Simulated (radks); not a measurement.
Sb0.875+, configuration [Kr] 4d10 5s2 5p(up 2.125, down 0) (fractional occupations, a model configuration). Calculated with a radial shooting solver on a logarithmic mesh with Libxc functionals: scalar-relativistic Kohn-Sham, BLYP, spin-polarised, spherical densities, point nucleus.

Normalised radial functions P(r) = r R(r), r in bohr:

r	5s up
0.00364	0.0574
0.004203	0.0635
0.004854	0.0699
0.005606	0.0765
0.006475	0.0830
0.007537	0.0896
0.008705	0.0953
0.01005	0.0999
0.01161	0.1030
0.01341	0.1039
0.01549	0.1019
0.01788	0.0964
0.02065	0.0863
0.02385	0.0711
0.02777	0.0489
0.03207	0.0219
0.03704	-0.0105
0.04277	-0.0469
0.0494	-0.0850
0.05705	-0.1211
0.06588	-0.1505
0.07609	-0.1675
0.08787	-0.1664
0.1023	-0.1404
0.1181	-0.0902
0.1364	-0.0176
0.1576	0.0690
0.182	0.1555
0.2102	0.2233
0.2427	0.2526
0.2803	0.2282
0.3237	0.1450
0.3769	0.0045
0.4352	-0.1515
0.5026	-0.2917
0.5805	-0.3762
0.6704	-0.3743
0.7742	-0.2746
0.8942	-0.0906
1.033	0.1437
1.193	0.3844
1.388	0.5989
1.603	0.7323
1.852	0.7831
2.139	0.7530
2.47	0.6576
2.852	0.5225
3.294	0.3766
3.804	0.2447
4.394	0.1421
5.115	0.0699
5.907	0.0309
6.822	0.0117
7.878	0.0037
9.099	0.0010

5s up: eigenvalue -19.981 eV, 4 radial nodes at r = 0.0354, 0.141, 0.378, 0.948 bohr, <r> = 2.17 bohr, 90 % of the charge inside 3.17 bohr.
